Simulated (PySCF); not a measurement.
trans-dichloroethylene (C$_{2}$H$_{2}$Cl$_{2}$), singlet, geometry from GFN2-xTB; PBE/3-21G (PySCF).

PySCF was given this input:
```python
from pyscf import gto, scf, dft

mol = gto.M(
    atom='''
Cl    2.103286    0.360991    0.018303
C     0.552264   -0.364825   -0.001240
C    -0.552264    0.364825    0.001240
Cl   -2.103286   -0.360991   -0.018303
H     0.558290   -1.443262   -0.015389
H    -0.558290    1.443262    0.015389
''',
    basis='3-21g',
    charge=0,
    spin=0,
    verbose=4,
)

mf = dft.RKS(mol)
mf.xc = 'pbe'
mf.init_guess = '1e'
mf = mf.newton()
mf.kernel()
mf.analyze()
```

Problem. What does PySCF print? Leave out banner, timings and long lists.

Solution. 
```
PySCF version 2.14.0

[INPUT] verbose = 4
[INPUT] num. atoms = 6
[INPUT] num. electrons = 48
[INPUT] charge = 0
[INPUT] spin (= nelec alpha-beta = 2S) = 0
[INPUT] symmetry False subgroup None
[INPUT] Mole.unit = angstrom
[INPUT] Symbol           X                Y                Z      unit          X                Y                Z       unit  Magmom
[INPUT]  1 Cl     2.103286000000   0.360991000000   0.018303000000 AA    3.974634501632   0.682174123433   0.034587657258 Bohr   0.0
[INPUT]  2 C      0.552264000000  -0.364825000000  -0.001240000000 AA    1.043627708457  -0.689419333394  -0.002343260394 Bohr   0.0
[INPUT]  3 C     -0.552264000000   0.364825000000   0.001240000000 AA   -1.043627708457   0.689419333394   0.002343260394 Bohr   0.0
[INPUT]  4 Cl    -2.103286000000  -0.360991000000  -0.018303000000 AA   -3.974634501632  -0.682174123433  -0.034587657258 Bohr   0.0
[INPUT]  5 H      0.558290000000  -1.443262000000  -0.015389000000 AA    1.055015198083  -2.727369905992  -0.029080995331 Bohr   0.0
[INPUT]  6 H     -0.558290000000   1.443262000000   0.015389000000 AA   -1.055015198083   2.727369905992   0.029080995331 Bohr   0.0

nuclear repulsion = 176.794341786194
number of shells = 28
number of NR pGTOs = 90
number of NR cGTOs = 48
basis = 3-21g
ecp = {}

******** <class 'pyscf.soscf.newton_ah.SecondOrderRKS'> ********
method = SecondOrderRKS
initial guess = 1e
damping factor = 0
level_shift factor = 0
DIIS = <class 'pyscf.scf.diis.CDIIS'>
diis_start_cycle = 1
diis_space = 8
diis_damp = 0
SCF conv_tol = 1e-09
SCF conv_tol_grad = None
SCF max_cycles = 50
direct_scf = True
direct_scf_tol = 1e-13
XC library pyscf.dft.libxc version 7.1.2
    S. Lehtola, C. Steigemann, M. J. T. Oliveira, and M. A. L. Marques,  SoftwareX 7, 1–5 (2018)
XC functionals = pbe
    J. P. Perdew, K. Burke, and M. Ernzerhof,  Phys. Rev. Lett. 77, 3865 (1996)
    J. P. Perdew, K. Burke, and M. Ernzerhof,  Phys. Rev. Lett. 78, 1396 (1997)
    J. P. Perdew, K. Burke, and M. Ernzerhof,  Phys. Rev. Lett. 77, 3865 (1996)
    J. P. Perdew, K. Burke, and M. Ernzerhof,  Phys. Rev. Lett. 78, 1396 (1997)
radial grids:
    Treutler-Ahlrichs [JCP 102, 346 (1995); DOI:10.1063/1.469408] (M4) radial grids

becke partition: Becke, JCP 88, 2547 (1988); DOI:10.1063/1.454033
pruning grids: <function nwchem_prune>
grids dens level: 3
symmetrized grids: False
atomic radii adjust function: <function treutler_atomic_radii_adjust>
small_rho_cutoff = 0
******** <class 'pyscf.dft.rks.RKS'> Newton solver flags ********
SCF tol = 1e-09
conv_tol_grad = None
max. SCF cycles = 50
direct_scf = True
direct_scf_tol = 1e-13
max_cycle_inner = 12
max_stepsize = 0.05
ah_start_tol = 1e+09
ah_level_shift = 0
ah_conv_tol = 1e-12
ah_lindep = 1e-14
ah_start_cycle = 1
ah_max_cycle = 40
ah_grad_trust_region = 2.5
kf_interval = 4
kf_trust_region = 5
canonicalization = True
Set conv_tol_grad to 3.16228e-05
Initial guess from hcore.
  HOMO = -15.765644711706  LUMO = -15.7527471801782  gap/eV = 0.35096
tot grids = 85616
  HOMO = 0.281068256086458  LUMO = 0.327928751627594  gap/eV = 1.27514
Initial guess E= -981.914814929536  |g|= 4.93917
macro= 0  E= -989.101673213176  delta_E= -7.18686  |g|= 2.69761  3 KF 15 JK
macro= 1  E= -991.031104054407  delta_E= -1.92943  |g|= 1.46412  3 KF 15 JK
macro= 2  E= -991.880146209265  delta_E= -0.849042  |g|= 1.20811  2 KF 14 JK
macro= 3  E= -992.394220219539  delta_E= -0.514074  |g|= 0.393986  3 KF 11 JK
macro= 4  E= -992.420203594233  delta_E= -0.0259834  |g|= 0.0270536  3 KF 9 JK
macro= 5  E= -992.420216339425  delta_E= -1.27452e-05  |g|= 2.75812e-05  3 KF 11 JK
macro= 6  E= -992.420216339423  delta_E= 2.27374e-12  |g|= 5.97652e-06  1 KF 2 JK
Canonicalize SCF orbitals
macro X = 7  E=-992.420216339423  |g|= 5.97652e-06  total 19 KF 85 JK
converged SCF energy = -992.420216339423
**** SCF Summaries ****
Total Energy =                        -992.420216339423177
Nuclear Repulsion Energy =             176.794341786194082
One-electron Energy =                -1719.849875203191687
Two-electron Energy =                  550.635317077574314
Two-electron Coulomb Energy =          618.095178891925457
DFT Exchange-Correlation Energy =      -67.459861814351171
HOMO-LUMO gap [eV] =                     1.275139033258338
**** MO energy ****
MO #1   energy= -99.9728207153276  occ= 2
MO #2   energy= -99.9727753208383  occ= 2
MO #3   energy= -9.91640979703655  occ= 2
MO #4   energy= -9.91522759855006  occ= 2
MO #5   energy= -9.12324637525862  occ= 2
MO #6   energy= -9.12316597684005  occ= 2
MO #7   energy= -6.96294381670039  occ= 2
MO #8   energy= -6.96262951932243  occ= 2
MO #9   energy= -6.94873109400695  occ= 2
MO #10  energy= -6.94868369996655  occ= 2
MO #11  energy= -6.94808547826544  occ= 2
MO #12  energy= -6.94803450082394  occ= 2
MO #13  energy= -0.848699358932931 occ= 2
MO #14  energy= -0.814912360865566 occ= 2
MO #15  energy= -0.673575847649768 occ= 2
MO #16  energy= -0.545490313692558 occ= 2
MO #17  energy= -0.45808706451453  occ= 2
MO #18  energy= -0.448015644011442 occ= 2
MO #19  energy= -0.37895946371857  occ= 2
MO #20  energy= -0.365181858026963 occ= 2
MO #21  energy= -0.317530641079717 occ= 2
MO #22  energy= -0.291671097313583 occ= 2
MO #23  energy= -0.286183426703831 occ= 2
MO #24  energy= -0.226161223146366 occ= 2
MO #25  energy= -0.0448395623665474 occ= 0
MO #26  energy= -0.0178235960037548 occ= 0
MO #27  energy= 0.0396411228862883 occ= 0
MO #28  energy= 0.0994821215666524 occ= 0
MO #29  energy= 0.193199138201662  occ= 0
MO #30  energy= 0.283400508234277  occ= 0
MO #31  energy= 0.433207188676247  occ= 0
MO #32  energy= 0.482554545292364  occ= 0
 ** Mulliken pop on meta-lowdin orthogonal AOs  **
 ** Mulliken pop  **
 ** Mulliken atomic charges  **
charge of    0Cl =     -0.00465
charge of    1C =     -0.13806
charge of    2C =     -0.13806
charge of    3Cl =     -0.00465
charge of    4H =      0.14272
charge of    5H =      0.14272
Dipole moment(X, Y, Z, Debye): -0.00000,  0.00000,  0.00000
```
